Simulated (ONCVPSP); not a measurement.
**Potentials for zirconium compared**

Generated with ld1.x 7.5 (TM, RRKJ, ultrasoft, PAW), atompaw 4.2 or ONCVPSP 4.0.1. The cutoff is in Ry: for ld1.x and atompaw files where the sum of valence levels is converged to 10 mRy in a Bessel basis, for ONCV files where the hardest occupied wave has 1 mHa per electron of residual kinetic energy. The error is the largest all-electron minus pseudo excitation energy over each file’s own four to seven test configurations (ionisations up to +4, promotions, holes and added fractions of an electron), all of which were solved. The labels leave out finer settings (local radius, basis sizes, second energies), which also bear on the numbers. Spin-polarised tests are not counted. The rows are a selection from randomly drawn settings: files with unsolved tests, undetermined cutoffs or missed reference levels are left out.

A true bound ghost makes a file unfit for plane-wave use even where its test errors are small: the radial tests pick states by their node count and pass the ghost by.

| potential | cutoff (Ry) | largest error (meV) | bound ghosts |
| --- | --- | --- | --- |
| ONCV, LDA (Perdew-Wang 92), scalar-relativistic, rc 1.85/1.60/2.50 (spd), local smoothed, core correction no, reference 4s2 4p6 4d2, qcut 5.8/9.8/5.4, projectors 3/2/2 | 62 | +21 | none |
| ONCV, LDA (Perdew-Wang 92), scalar-relativistic, rc 1.90/1.90/2.65 (spd), local smoothed, core correction yes, reference 4s2 4p6 4d2, qcut 6.4/5.9/6.2, projectors 2/1/1 | 28 | +44 | none |
| ONCV, PBEsol, scalar-relativistic, rc 2.00/1.25/1.80/2.05 (spdf), local smoothed, core correction yes, reference 4s2 4p6 4d2 5s2, qcut 4.6/5.8/5/5.2, projectors 2/2/3/1 | 129 | -11 | s |
| ONCV, PBE, scalar-relativistic, rc 2.30/2.10/2.55/2.05 (spdf), local smoothed, core correction yes, reference 4s2 4p6 4d2 5s1.5, qcut 6.4/7.2/5.5/5.6, projectors 3/1/2/1 | 22 | +13 | none |
| ONCV, PBE, fully relativistic, rc 2.10/2.00/1.85 (spd), local d, core correction no, reference 4s2 4p6 4d2 5s2, qcut 5/6.6/5.2, projectors 2/1/0 | 29 | -5.4 | none |

Q: Fill in the row for Zr: ONCV, PBEsol, scalar-relativistic, rc 2.25/1.85/3.10 (spd), local smoothed, core correction no, reference 4s2 4p6 4d2 5s1.75 5p0.25, qcut 4.4/9.3/5.3, projectors 2/2/2.

A: cutoff 41 Ry, largest error +13 meV, bound ghosts: none.
